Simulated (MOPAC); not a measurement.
MOPAC input (PM7):

```
PM7 FORCE THERMO(298,298) PRECISE LET GEO-OK AUX(PRECISION=9) THREADS=1
F2Sn

Sn    0.00337026 1   -0.00208472 1    0.37378557 1
F     0.65970684 1    1.20778093 1   -0.99263391 1
F    -0.67761740 1   -1.19669715 1   -0.99400116 1
```

Q: Which zero-point energy does it print?

A: 2.09 kcal/mol, from the harmonic wavenumbers of PM7.
